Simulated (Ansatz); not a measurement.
A series at Si: from `F[Si](F)(F)S`, ligands are replaced one by one, each step taking up HCl and setting free H–F; n counts the steps. Ansatz, PBE0-D4/def2-TZVP geometries. Each molecule was computed in one conformer, which needn't be the lowest.

CBS adds triple-zeta CCSD(T) − MP2 to the MP2 limit, frozen cores; atoms without spin–orbit coupling. 

```csv
n,molecule,"atomization energy, CCSD(T)/CBS (kJ/mol)"
0,`F[Si](F)(F)S`,2487.6
1,`F[Si](F)(S)Cl`,2291.0
2,`F[Si](S)(Cl)Cl`,?
3,`S[Si](Cl)(Cl)Cl`,1906.8
```

Problem. By hand: fit a straight line y = ȳ + b (n − n̄) to the 3 given rows and predict n = 2.

Solution. n̄ = 1.333, ȳ = 2228.47; Σ(n − n̄)(y − ȳ) = -902.47, Σ(n − n̄)² = 4.667, so b = -193.37 kJ/mol a step. Prediction: 2228.47 + (-193.37) × (0.667) = 2099.5 kJ/mol.

Problem. By hand: compare with the computed value, 2097.9 kJ/mol, and give the steps along the whole series.

Solution. The line misses by -1.6 kJ/mol (computed minus predicted). Steps: -196.6, -193.1, -191.1 kJ/mol.

The steps differ by at most 5.5 kJ/mol, 2.8 % of a mean step, so the ligands' effects nearly add and a line is close. The miss is 0.3 % of the series' range. The energies themselves are unsure by some kJ/mol a bond, though much of that is common to the series.
